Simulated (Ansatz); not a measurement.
The cluster H₂Au₃. The state is a doublet with charge 0. Geometry PBE-D4/def2-TZVP, that of the charge +1 singlet.

```tsv
atom	x (Å)	y (Å)	z (Å)
Au1	0.010	-0.029	0.107
Au2	-2.368	-1.173	0.345
Au3	2.445	0.956	0.458
H4	-1.101	-1.192	-0.708
H5	1.014	1.437	-0.203
```

In the def2 sets Au takes a core potential; there is no spin–orbit coupling. The structure comes from a short search, and lower isomers may exist.

Question: Estimate the α-spin orbital energies around the gap (eV) in Ansatz with PBE-D4/def2-TZVP, r2SCAN-D4/def2-TZVP, PBE0-D4/def2-TZVP.

Answer: 
| orbital | PBE-D4/def2-TZVP | r2SCAN-D4/def2-TZVP | PBE0-D4/def2-TZVP |
| --- | --- | --- | --- |
| HOMO−5 | -7.50 | -7.77 | -8.79 |
| HOMO−4 | -7.29 | -7.55 | -8.67 |
| HOMO−3 | -7.18 | -7.44 | -8.61 |
| HOMO−2 | -7.13 | -7.40 | -8.53 |
| HOMO−1 | -7.00 | -7.23 | -8.08 |
| HOMO | -4.46 | -4.62 | -4.73 |
| LUMO | -3.83 | -3.85 | -3.33 |
| LUMO+1 | -2.58 | -2.39 | -1.85 |
| LUMO+2 | -1.51 | -1.24 | -0.93 |
| LUMO+3 | -0.97 | -0.64 | -0.34 |
| LUMO+4 | -0.63 | -0.27 | -0.02 |
| LUMO+5 | 0.68 | 1.16 | 1.31 |
| β HOMO | -6.89 | -7.07 | -7.93 |
| β LUMO | -3.94 | -3.64 | -2.92 |
